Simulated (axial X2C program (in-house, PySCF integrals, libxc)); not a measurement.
# Worked dissociation energy of ZnSi⁺: B97-3, two-component

All values were computed with an in-house relativistic program for diatomic molecules. Two-component (2c) means X2C with spin–orbit coupling and atomic mean-field two-electron Coulomb and Gaunt terms. Basis: Zn dyall-cv3z [9s10p6d3f2g], Si dyall-v3z [8s7p2d1f] (cores contracted in-house); Gaussian nuclei, density fitting, unrestricted open shells. Masses: Zn 63.929 u, Si 27.977 u.

Molecular state: Ω = 1/2 (⟨Sz⟩ = -0.50, ⟨Lz⟩ = 1.00 at B97-3).

```
E(Zn) (2M_J = 0)  : -1795.258915 hartree
E(Si+) (2M_J = 1) : -289.622540 hartree
E(ZnSi⁺) at Re    : -2084.941690 hartree
ωe                : 228.8 cm⁻¹
ωexe              : 1.12 cm⁻¹
```

Q: Work out De and D0.

A: De = -1795.258915 + (-289.622540) − (-2084.941690) = 0.06024 hartree = 1.639 eV. The zero-point energy is ωe/2 − ωexe/4 = 114 cm⁻¹ = 0.014 eV, so D0 = 1.625 eV.

The state is a single determinant with fixed occupations, the lowest that a limited PBE0 search found. De is counted from the lowest determinant-based energies of the atoms at the same level, without counterpoise correction. Density functionals use the spin component along the axis (collinear). The 2c atoms are single determinants rather than J levels; their spin–orbit lowering is only partly caught, and De is too large by that part. This holds for B97-3. Without a current term, density functionals place determinants with orbital angular momentum somewhat too high.

Each atomic determinant is the lowest at this level and need not be a pure J level. Totals compare only within one Hamiltonian and basis.
